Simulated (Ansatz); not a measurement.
```yaml
crystal:
  periodic: [false, false, false]
  atoms:
    - {symbol: O, position_ang: [-1.464363, 0.371732, -1.006662]}
    - {symbol: B, position_ang: [-0.448394, -0.119973, -0.283291]}
    - {symbol: C, position_ang: [0.818630, -0.148295, 0.532905]}
    - {symbol: O, position_ang: [-0.053426, -1.319910, 0.146077]}
    - {symbol: H, position_ang: [-1.427263, 1.323255, -1.122623]}
    - {symbol: H, position_ang: [0.829787, 0.024494, 1.605893]}
    - {symbol: H, position_ang: [1.806330, -0.199303, 0.082200]}
basis:
  gaussian: {orbitals: def2-SVPD}
hamiltonian: {xc: {name: TPSS}}
correlation: {electrons: outside_noble_gas}
accuracy: high
scf: {lower_state_search: off}
output: {forces: true}
```

```sh
$ ansatz run in.yaml --threads 2 --pin off --events-out ev --progress --plain --max-ram 4352MiB
```

It prints (some lines left out):

```
Error: YAML parse error: error: line 13 column 19: hamiltonian.xc: no functional is named "TPSS"; the names, which are not case-sensitive, are SVWN5, SPW92, PBE, PBE0, PBEsol, revPBE, revPBE0, RPBE, rPW86-PBE, HSE06, wPBEh, LC-wPBE, HISS, HF, BLYP, B3LYP, B3LYP5, BHLYP, CAM-B3LYP, r2SCAN, r2SCANh, r2SCAN0, r2SCAN50, m-r2SCAN, B97, wB97, wB97X, wB97X-V, B97M-V, wB97M-V, B2PLYP, B2GP-PLYP, PBE0-DH, PBE-QIDH
11 | basis:
12 |   gaussian: {orbitals: def2-SVPD}
13 | hamiltonian: {xc: {name: TPSS}}
14 | correlation: {electrons: outside_noble_gas}
15 | accuracy: high
```

In this input the method's name isn't one that the program takes here. The program refused the input.
